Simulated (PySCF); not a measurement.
C3H5N2, SMILES c1c[nH+]c[nH]1, charge +1. Heavy atoms are numbered as in [cH:1]1[cH:2][nH+:3][cH:4][nH:5]1. Hydrogens are named by the atom that carries them.

Coordinates come from a r2SCAN-D4/def2-SVP optimisation. The isomer is the one that the SMILES or the coordinates give; other isomers of the formula were not compared.

The numbers are results of PBE/pcSseg-1 (PySCF), not measurements.

GIAO shieldings, no solvent; atoms alike by connectivity are averaged. δ = σ(ref) − σ: ¹³C against TMS (σ = 182.0 ppm); ¹⁵N against NH3 (σ = 267.0 ppm); ¹H against TMS (σ = 31.49 ppm), references at their B3LYP-D3(BJ)/def2-TZVP geometries, non-relativistic.

```tsv
nucleus	atoms	count	δ (ppm)
¹³C	C4 (CH)	1	134.2
¹³C	C1 (CH)	2	128.6
¹⁵N	N3 (NH)	2	201.2
¹H	H on N3	2	9.84
¹H	H on C4	1	8.47
¹H	H on C1	2	8.07
```
